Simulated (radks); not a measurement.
Results of a calculation; reference values are marked as such.
Species: the lithium ion Li2+. Configuration: 1s1.

Code: a radial shooting solver on a logarithmic mesh with Libxc functionals. Model: scalar-relativistic Kohn-Sham, PBEsol, spin-polarised, spherical densities, point nucleus; open shells are filled with parallel spins first.

Energy parts (hartree):
total: -4.45051
kinetic: 4.44327
electron-nucleus: -8.94309
Hartree: 0.92796
exchange-correlation: -0.87864

Orbitals (lengths in bohr, moments of r in powers of bohr):
orbital,occ.,eigenvalue (hartree),<r>
1s up,1,-3.77902,0.5064

The highest occupied level is 1s up at -102.83 eV. Summed over all electrons, <r^2> = 0.3441 bohr^2, which gives a Langevin (diamagnetic) susceptibility term of -0.273 x 10^-6 cm^3/mol. For comparison, the ionisation energy in NIST's Atomic Spectra Database is 122.45 eV (theoretical). In exact Kohn-Sham theory the highest level is minus the ionisation energy, but local and semilocal functionals leave it too shallow, through self-interaction and a potential that decays too fast; potentials with the right tail come closer. The density falls to 0.001 e/bohr^3 at r = 1.53 bohr.
